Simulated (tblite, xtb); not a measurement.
C2H9GaN (SMILES [CH3][Ga]([CH3])<-[NH3]), doublet, geometry from GFN2-xTB (such geometries of metal compounds can be far from the true shape) (the spin is typed, not shown lowest). Base run: GFN1-xTB (xtb).

Geometry (Å):
```xyz
13

Ga     0.3557     0.1257     0.4585
C      1.0573     1.0282    -1.3673
H      1.8817     0.4746    -1.8207
H      1.4022     2.0465    -1.1784
H      0.2357     1.0797    -2.0859
C     -1.7078     0.5250     0.9319
H     -2.1963    -0.3232     1.4154
H     -2.2475     0.7595     0.0110
H     -1.7929     1.3854     1.5982
N     -0.3965    -1.7939    -0.8836
H     -1.1289    -1.3529    -1.4312
H     -0.8055    -2.5844    -0.3959
H      0.3053    -2.1431    -1.5281
```
Charge 0, spin multiplicity 2.
All else is at xtb's defaults.
Base energy -13.54700 Eh.

Programs used: tblite, xtb; a row that names a program was run with it.

The base run was repeated with changes; each row names its change, and settings that it needs were set with it.

| change | ΔE vs base (kcal/mol) | dipole (D) | G_solv (kcal/mol) | SCF cycles |
|---|---|---|---|---|
| base | 0.000 | 4.10 | - | 9 |
| acc = 0.0001 | 0.000 | 4.10 | - | 15 |
| program = tblite; method = gfn1; option = (--guess, eeq) | -0.001 | - | - | - |
| alpb = acetone | -11.26 | 4.41 | -11.88 | 9 |
| etemp = 1000 | 0.000 | 4.10 | - | 9 |
| program = tblite; method = gfn1; option = (--alpb, water) | -6.57 | - | - | - |
| alpb = benzene | -6.75 | 4.30 | -6.94 | 9 |
| alpb = ch2cl2 | -8.41 | 4.34 | -8.69 | 9 |

ALPB and GBSA are two models with their own fitted parameters for each solvent, which aren't always the measured dielectric constant.
